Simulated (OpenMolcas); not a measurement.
Sm3+ among 2 point charges of -2 e arranged as a linear pair (D∞h), 2.34 Å from the ion.
```
   0.0000    0.0000    2.3400  -2.00
   0.0000    0.0000   -2.3400  -2.00
```

```yaml
Program: OpenMolcas 26.06
Method: CASSCF
Basis: ANO-RCC-VDZP [7s6p4d2f1g]
Scalar_Hamiltonian: DKH2, point nucleus
Active_space: 5 electrons in 7 orbitals (4f)
State_averaging: 2S+1 = 6 odd, 21 roots; 2S+1 = 4 odd, 128 roots kept (CI in the orbitals of an earlier block, 108 in the spin-orbit step); 2S+1 = 2 odd, 110 roots kept (CI in the orbitals of an earlier block, 40 in the spin-orbit step)
Spin-orbit_coupling: state interaction with AMFI integrals over the reference wave functions
```

Q: What is the spin-free ground state (labels by Λ)?

A: 6Σ, 1-fold in its orbital part, 97 % from free-ion H terms; it has the highest spin that f5 allows.

Q: Where is the first state of the same spin?

A: 6Π at 86 cm-1 above the ground state.

Q: What are the lowest two levels with spin-orbit coupling?

A: A 2-fold level with g = 0.29, 0.29, 1.09, then a 2-fold level 405.2 cm-1 above it. Their leading multiplicities are 6 (97 %) and 6 (97 %).

Q: What is χT at 300 K, and how does it compare with the textbook value?

A: Hund's rules give f5 the level 6H5/2 with g = 0.286, so an isolated free-ion multiplet has χT = g² J(J+1) / 8 = 0.089 cm3 K/mol. The computed 0.284 at 300 K differs by +218 %, through the field's splitting, the mixing of terms and any other multiplet in reach.

High states are left out of the spin-orbit mixing, which shifts the levels that they would mix with. Point charges carry no covalency, so the field is a model and not that of real ligands. The first state left out of the spin-orbit step lies near 39000 cm-1 above the lowest spin-free state of the reference (among the parities and spins computed), and the lists stop at four fifths of that energy or lower. No measured value stands beside these numbers.
